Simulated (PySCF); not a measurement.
Si(NMe2)(SiH3) (C₂H₉NSi₂), SMILES CN(C)[Si][SiH3] (connectivity only; charge and spin as stated), neutral, multiplicity 1. Atoms are numbered in the order given.

```xyz
14

Si     1.1618    -0.1386     0.0000
N     -0.0732     1.0693     0.0000
C      0.3426     2.4699     0.0000
C     -1.5229     0.9482     0.0000
H     -0.0416     2.9950     0.8931
H     -0.0416     2.9950    -0.8931
H      1.4401     2.5385     0.0000
H     -1.9555     1.4370    -0.8917
H     -1.9555     1.4370     0.8917
H     -1.8420    -0.1011     0.0000
Si    -0.1986    -2.1154     0.0000
H      0.6780    -3.3278     0.0000
H     -1.0860    -2.2056     1.2062
H     -1.0860    -2.2056    -1.2062
```

The structure is a stationary point at ωB97X-D3(BJ)/def2-SVP. Other conformers were not sampled.

All values below come from PBE/def2-TZVP in PySCF.

Atomic charges (e):

```csv
atom,meta-Löwdin,Mulliken
Si1,0.13,[?]
N2,-0.26,-0.07
C3,-0.25,-0.28
C4,-0.25,-0.29
H5,0.11,[?]
H6,0.11,[?]
H7,0.13,[?]
H8,0.12,[?]
H9,0.12,[?]
H10,0.13,[?]
Si11,0.10,[?]
H12,-0.06,-0.02
H13,-0.07,-0.02
H14,-0.07,-0.02
```

### Question
Complete the blanks. (Estimate from the structure and the level; the computed values follow.)

### Answer

- Si1, Mulliken: 0.01
- H5, Mulliken: 0.12
- H6, Mulliken: 0.12
- H7, Mulliken: 0.14
- H8, Mulliken: 0.12
- H9, Mulliken: 0.12
- H10, Mulliken: 0.15
- Si11, Mulliken: -0.08

### Question
Give the Mayer and Wiberg (Löwdin basis) orders of the bonds. (The exact figures need the calculation; the answer reports its results.)

### Answer

```tsv
bond	Mayer	Wiberg
Si1–N2	1.36	1.65
N2–C3	0.97	1.30
N2–C4	0.96	1.31
C3–H5	0.95	0.91
C3–H6	0.95	0.91
C3–H7	0.95	0.90
C4–H8	0.95	0.91
C4–H9	0.95	0.91
C4–H10	0.95	0.89
Si1–Si11	0.97	1.25
Si11–H12	0.95	0.96
Si11–H13	0.92	0.95
Si11–H14	0.92	0.95
```
